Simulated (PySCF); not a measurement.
3-acetoxypyridine, C7H7NO2.
Atom-mapped SMILES: `[CH3:1][C:2](=[O:3])[O:4][c:5]1[cH:6][cH:7][cH:8][n:9][cH:10]1` (hydrogens: H11, H12, H13 on C1; H14 on C6; H15 on C7; H16 on C8; H17 on C10)

Method: PBE0-D3(BJ)/def2-SVP geometry optimisation, gas phase in PySCF 2.14.0; density fitting, grid level 2; the optimiser is geomeTRIC in internal coordinates, started from a GFN2-xTB structure.

Step 0: E = -12933.2756 eV
```
atom  x, y, z in Å  |  force x, y, z in eV/Å
C1      3.2779    0.2167   -0.0366   -0.503  -0.004   0.255
C2      1.8770    0.0662    0.4905    0.474   0.116   0.303
O3      1.5814   -0.1625    1.6296   -0.058  -0.035  -0.140
O4      0.9928    0.2320   -0.5146   -0.646  -0.049  -0.187
C5     -0.3718    0.1070   -0.3206    0.362   0.037  -0.032
C6     -0.9613   -0.8040    0.5463    0.084   0.017  -0.051
C7     -2.3458   -0.8417    0.6032    0.114   0.107  -0.125
C8     -3.0732    0.0180   -0.2040   -0.014   0.009  -0.015
N9     -2.5096    0.8749   -1.0398   -0.278   0.216  -0.215
C10    -1.1950    0.9210   -1.0981    0.252  -0.098   0.137
H11     3.9637    0.3776    0.7894    0.201   0.028   0.300
H12     3.5551   -0.6978   -0.5581    0.121  -0.331  -0.246
H13     3.3256    1.0410   -0.7422    0.053   0.279  -0.308
H14    -0.3620   -1.4578    1.1596    0.234  -0.206   0.234
H15    -2.8447   -1.5327    1.2644   -0.236  -0.308   0.300
H16    -4.1545    0.0240   -0.1886   -0.530  -0.088   0.096
H17    -0.7627    1.6301   -1.7905    0.370   0.310  -0.306
```

**Question.** Estimate the geometry and energy of step 1. (The exact step hangs on the optimiser's Hessian estimate; all steps are aligned on step 0, rigid shifts and turns removed.)

**Answer.** E = -12933.3153 eV, largest force 0.223 eV/Å
```
atom  x, y, z in Å  |  force x, y, z in eV/Å
C1      3.2734    0.2318   -0.0465    0.124   0.004  -0.029
C2      1.8876    0.0738    0.4893   -0.217  -0.026  -0.048
O3      1.5889   -0.1537    1.6255    0.046   0.007   0.017
O4      0.9786    0.2034   -0.5181    0.195  -0.013   0.076
C5     -0.3709    0.0883   -0.3054   -0.034   0.032  -0.039
C6     -0.9696   -0.8182    0.5659    0.043  -0.013   0.015
C7     -2.3606   -0.8420    0.6026   -0.046  -0.063   0.055
C8     -3.0813    0.0228   -0.2179   -0.060   0.004   0.007
N9     -2.5024    0.8862   -1.0484    0.026   0.018  -0.016
C10    -1.1775    0.9188   -1.0874   -0.038   0.014  -0.026
H11     3.9704    0.3725    0.7881   -0.014  -0.007  -0.024
H12     3.5527   -0.6801   -0.5992   -0.027   0.032   0.017
H13     3.3313    1.0725   -0.7514   -0.017  -0.012   0.021
H14    -0.3712   -1.4723    1.1988   -0.011   0.012  -0.017
H15    -2.8825   -1.5347    1.2684    0.020   0.033  -0.026
H16    -4.1779    0.0155   -0.2011    0.034   0.006  -0.005
H17    -0.6962    1.6273   -1.7731   -0.024  -0.029   0.024
```

The energy changes by -0.0397 eV. The first-order estimate −F·Δx gives -0.0884 eV and the mean of the old and new forces, exact on a quadratic surface, -0.0393 eV. The step makes an angle of 67° with the force vector and moves no atom by more than 0.069 Å.

The cost below is that of the whole optimisation. Hardware: one thread of an Intel Xeon Platinum 8375C at 2.90 GHz, shared host. Cost: 98 s wall, 0.82 GiB resident at most.
